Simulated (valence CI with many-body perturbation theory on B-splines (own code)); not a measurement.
## E1 transitions of Re LX

Method: relativistic CI+MBPT: six valence electrons over a frozen Dirac-Fock core [Ne], radial functions for each j: 9 s, 9 p, 8 d, 6 f, 3 g, 1 h, with the one-electron correlation potential Σ1, the two-electron term Σ2, the three-electron term Σ3, Breit, model QED; selected CI, second order for the rest, scaled by the run's own slope (own B-spline code, finite nucleus).

No measured spectrum was set against this ion. As an estimate, large intervals hold to a few tenths of a per cent, small ones and those within an open d or f shell to about a per cent. Among the levels kept, up to 960 cm⁻¹ of a level comes from second order outside the variational space, and about a tenth of that is noise between levels of different J, which matters for small intervals.

Lines 101 to 119 of 119 in falling wavelength, among levels below 5881.0 × 10³ cm⁻¹, chosen from the strongest by gf and those to the six lowest levels. Wavelengths and rates use the calculated energies. Electric multipoles are in the length gauge with retardation, E1 and E2 with the static RPA response of the core. Weak lines are less certain than strong ones. Lines between different terms over intervals too small for the method are left out, as are lines whose strength nearly cancels. The highest levels of a list are the least certain.

Levels are named by their leading jj configuration (3d3/2^4 stands for four electrons in 3d with j = 3/2), which in mixed levels can hold well under half, so a name can repeat and another be missing. Letters in brackets count levels of one name in rising energy.

| λ vac (Å) | Upper | Lower | A (s⁻¹) | log gf | Branch % |
| --- | --- | --- | --- | --- | --- |
| 22.21 | (3s 3p1/2^2 3p3/2^3) J=2 | (3s^2 3p1/2^2 3p3/2^2) J=2 | 9.28e+11 | -0.46 | 96.9 |
| 22.17 | (3s 3p1/2^2 3p3/2^3) J=1 | (3s^2 3p1/2^2 3p3/2^2) J=0 | 3.52e+11 | -1.11 | 31.7 |
| 21.40 | (3s 3p1/2^2 3p3/2^3) J=1 | (3s^2 3p1/2^2 3p3/2^2) J=2 | 7.17e+11 | -0.83 | 64.6 |
| 21.30 | (3s^2 3p1/2 3p3/2^2 3d3/2) J=1 [a] | (3s^2 3p1/2^2 3p3/2^2) J=0 | 1.44e+11 | -1.53 | 35.6 |
| 20.68 | (3s^2 3p1/2 3p3/2^2 3d3/2) J=2 [a] | (3s^2 3p1/2^2 3p3/2^2) J=2 | 5.98e+09 | -2.72 | 62.8 |
| 20.59 | (3s^2 3p1/2 3p3/2^2 3d3/2) J=1 [a] | (3s^2 3p1/2^2 3p3/2^2) J=2 | 2.38e+11 | -1.34 | 58.8 |
| 20.40 | (3s^2 3p1/2 3p3/2^2 3d3/2) J=3 [a] | (3s^2 3p1/2^2 3p3/2^2) J=2 | 5.04e+10 | -1.66 | 94.7 |
| 19.70 | (3s^2 3p1/2 3p3/2^2 3d3/2) J=2 [b] | (3s^2 3p1/2^2 3p3/2^2) J=2 | 2.81e+11 | -1.09 | 98.7 |
| 19.48 | (3s^2 3p1/2 3p3/2^2 3d3/2) J=1 [b] | (3s^2 3p1/2^2 3p3/2^2) J=0 | 8.93e+09 | -2.82 | 0.2 |
| 19.26 | (3s^2 3p1/2 3p3/2^2 3d3/2) J=3 [b] | (3s^2 3p1/2^2 3p3/2^2) J=2 | 3.20e+12 | 0.10 | 100.0 |
| 19.09 | (3s^2 3p1/2 3p3/2^2 3d3/2) J=1 [c] | (3s^2 3p1/2^2 3p3/2^2) J=0 | 4.45e+12 | -0.14 | 79.4 |
| 19.05 | (3s^2 3p1/2 3p3/2^2 3d3/2) J=2 [c] | (3s^2 3p1/2^2 3p3/2^2) J=2 | 4.57e+12 | 0.09 | 100.0 |
| 18.88 | (3s^2 3p1/2 3p3/2^2 3d3/2) J=1 [b] | (3s^2 3p1/2^2 3p3/2^2) J=2 | 5.24e+12 | -0.08 | 99.8 |
| 18.51 | (3s^2 3p1/2 3p3/2^2 3d3/2) J=1 [c] | (3s^2 3p1/2^2 3p3/2^2) J=2 | 1.15e+12 | -0.75 | 20.6 |
| 18.20 | (3s^2 3p1/2 3p3/2^2 3d5/2) J=1 | (3s^2 3p1/2^2 3p3/2^2) J=0 | 2.11e+10 | -2.50 | 17.1 |
| 18.10 | (3s^2 3p1/2 3p3/2^2 3d5/2) J=3 [a] | (3s^2 3p1/2^2 3p3/2^2) J=2 | 1.22e+10 | -2.38 | 89.9 |
| 17.68 | (3s^2 3p1/2 3p3/2^2 3d5/2) J=1 | (3s^2 3p1/2^2 3p3/2^2) J=2 | 2.42e+09 | -3.47 | 2.0 |
| 17.22 | (3s^2 3p1/2 3p3/2^2 3d5/2) J=2 | (3s^2 3p1/2^2 3p3/2^2) J=2 | 6.10e+08 | -3.87 | 2.5 |
| 17.06 | (3s^2 3p1/2 3p3/2^2 3d5/2) J=3 [b] | (3s^2 3p1/2^2 3p3/2^2) J=2 | 2.95e+07 | -5.05 | 1.4 |
